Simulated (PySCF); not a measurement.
A geometry optimisation on `[Cl][Sn-]([Cl])[Cl]` ([SnCl3]-).

Computed with PBE0-D3(BJ)/def2-SVP geometry optimisation, gas phase, def2 core potentials past Kr (PySCF 2.14.0). Start geometry: GFN2-xTB. A driver script takes a list of jobs; this job's settings line and coordinates (Å) are shown.

Input:
```
{"job": {"xc": "PBE0", "basis": "def2-SVP", "d3": "d3bj", "grid": 1, "maxiter": 30, "shake": 0.03, "kind": "geom"}, "charge": -1, "multiplicity": 1}
Sn     0.057680    -0.071690     0.870470
Cl     2.198990    -0.045810    -0.281690
Cl    -1.140050     1.924590    -0.329010
Cl    -1.033320    -1.897530    -0.290240
```

Output:
```
step   0  E = -1594.26850579  max force = 0.020627
step   1  E = -1594.27192152  max force = 0.003013
step   2  E = -1594.27198335  max force = 0.000981
step   3  E = -1594.27199315  max force = 0.000681
step   4  E = -1594.27189733  max force = 0.004734
step   5  E = -1594.27188468  max force = 0.004681
step   6  E = -1594.27194282  max force = 0.002803
step   7  E = -1594.27196517  max force = 0.000444
step   8  E = -1594.27196565  max force = 0.000410
optimisation converged
```

Energies in Eh; «max force» is the largest Cartesian gradient component in Eh/bohr.

Q: At which steps does the energy rise by more than 1e-5 Eh?

A: At steps 4 (+0.10 mEh) and 5 (+0.01 mEh).

Q: How much energy does the optimisation release, in kJ/mol?

A: E(step 0) − E(last step) = 0.003460 Eh, which is 9.1 kJ/mol.

Summary of the converged run: final energy -1594.27197 Eh after 8 steps.

Q: Give the final coordinates.

A: 0.082 Å rms from the input after alignment:
```
atom  x, y, z in Å
Sn1    0.1468   -0.0204    0.9143
Cl2    2.0864   -0.0503   -0.6362
Cl3   -1.0487    1.8697   -0.1637
Cl4   -1.1012   -1.8895   -0.1449
```

Hardware: one thread of an Arm Neoverse N1, no GPU (shared host). Cost: 43 s wall, 0.33 GiB resident at most.
Labels such as C1 count atoms from 1, the log's own numbers from 0.
